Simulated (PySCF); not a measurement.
## Simulated absorption spectrum

C₃H₁₂AsB.
SMILES: `[BH3-][AsH2+]C(C)C`

Level of theory: TDDFT CAM-B3LYP/def2-SVPD, vertical, gas phase, core orbitals frozen in the response (PySCF). Isolated species at its PBE0-D3(BJ)/def2-SVP geometry (one conformer only). The CAM-B3LYP/def2-SVPD calculation is non-relativistic and has no spin–orbit coupling, an omission that weighs most on arsenic. Torsions of this conformer, `[BH3-:1][AsH2+:2][CH:3]([CH3:4])[CH3:5]`: B1–As2–C3–C4 55°.

Computed states:

```tsv
state	E (eV)	f
S1	7.22	0.015
S2	7.66	0.012
S3	7.73	0.0033
S4	7.75	0.0066
S5	7.97	0.067
S6	8.16	0.024
S7	8.27	0.059
S8	8.30	0.048
S9	8.33	0.085
S10	8.41	0.083
```

Each state is given a Gaussian of 0.4 eV full width at half maximum, with ε(max) = 2.175×10⁸ f / Δν̃ (Δν̃ the width in cm⁻¹). The width is an assumption, not a result. The curve ends short of the highest state used, and states not computed would add to its high-energy end.

(1) Give the broadened spectrum and its maxima.

(2) Does any computed singlet lie in the visible range?

(3) Coming from long wavelengths, where does ε first pass 100 L mol⁻¹ cm⁻¹?

Answers

(1) 
| λ (nm) | ε (L mol⁻¹ cm⁻¹) |
| --- | --- |
| 158.7 | 4573 |
| 159.2 | 4146 |
| 159.7 | 3747 |
| 160.2 | 3376 |
| 160.8 | 2968 |
| 161.3 | 2658 |
| 161.8 | 2375 |
| 162.3 | 2118 |
| 162.8 | 1887 |
| 163.4 | 1643 |
| 163.9 | 1467 |
| 164.4 | 1317 |
| 164.9 | 1192 |
| 165.4 | 1092 |
| 166.0 | 1004 |
| 166.5 | 956 |
| 167.0 | 930 |
| 167.5 | 921 |
| 168.0 | 927 |
| 168.6 | 948 |
| 169.1 | 972 |
| 169.6 | 997 |
| 170.1 | 1020 |
| 170.6 | 1037 |
| 171.2 | 1046 |
| 171.7 | 1041 |
| 172.2 | 1025 |
| 172.7 | 995 |
| 173.2 | 955 |
| 173.8 | 892 |
| 174.3 | 831 |
| 174.8 | 764 |
| 175.3 | 692 |
| 175.8 | 620 |
| 176.4 | 533 |
| 176.9 | 464 |
| 177.4 | 398 |
| 177.9 | 338 |
| 178.4 | 283 |
| 179.0 | 225 |
| 179.5 | 184 |
| 180.0 | 148 |
| 180.5 | 118 |
| 181.0 | 93 |
| 181.6 | 69 |
| 182.1 | 53 |
| 182.6 | 41 |
| 183.1 | 31 |
| 183.6 | 23 |
| 184.2 | 16 |
| 184.7 | 12 |
| 185.2 | 8 |
| 185.7 | 6 |
| 186.2 | 4 |
| 186.8 | 3 |
| 187.3 | 2 |

Maxima: 171 nm (7.24 eV), ε about 1000, made up of S1 (96%) (ε in L mol⁻¹ cm⁻¹; maxima over ε = 5, shares over 10%). At its high-energy end, 7.81 eV, the curve is still rising (ε about 4500, from S2 and S5).

(2) No computed singlet lies in the visible range (380 to 750 nm); the lowest, at 172 nm, stands 3.96 eV above its violet end (3.26 eV).

(3) At about 181 nm (6.86 eV), 0.36 eV below S1.

All these states lie below the vertical ionisation energy of 10.18 eV (ΔSCF).
